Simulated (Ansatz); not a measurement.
C$_{3}$H$_{6}$BN (`BNC=C=C`). Charge 0, multiplicity 1.

```xyz
11

B     1.267   -1.929   -0.538
N     0.243   -1.027   -0.257
C     0.402    0.329    0.049
C    -0.571    1.160    0.310
C    -1.530    1.997    0.572
H     0.976   -3.061   -0.782
H     2.396   -1.536   -0.524
H    -0.718   -1.333   -0.262
H     1.433    0.670    0.058
H    -2.011    2.575   -0.214
H    -1.887    2.154    1.586
```

Problem. List the harmonic frequencies (cm⁻¹, unscaled) at PBE0-D4/def2-TZVP in Ansatz. (Best estimate.)

Solution. The calculation gave: 118, 167, 304, 376, 440, 590, 660, 811, 879, 916, 920, 991, 1020, 1099, 1144, 1233, 1320, 1354, 1459, 1558, 2078, 2586, 2677, 3122, 3184, 3195, 3611.

Problem. Is this a minimum?

Solution. Yes, all 27 modes are real.

Problem. Give the ideal-gas thermochemistry at 298.15 K and 1 bar (rigid rotor, harmonic oscillator; point group Cs, symmetry number 1).

Solution. Zero-point energy 226.2 kJ/mol; H(298) − E = 244.0 kJ/mol; entropy 310.5 J/(mol·K), of which translation 161.3, rotation 104.4, vibration 44.8; G(298) − E = 151.5 kJ/mol.

Problem. Rotational constants (cm⁻¹)?

Solution. 1.196, 0.07858, 0.07486.
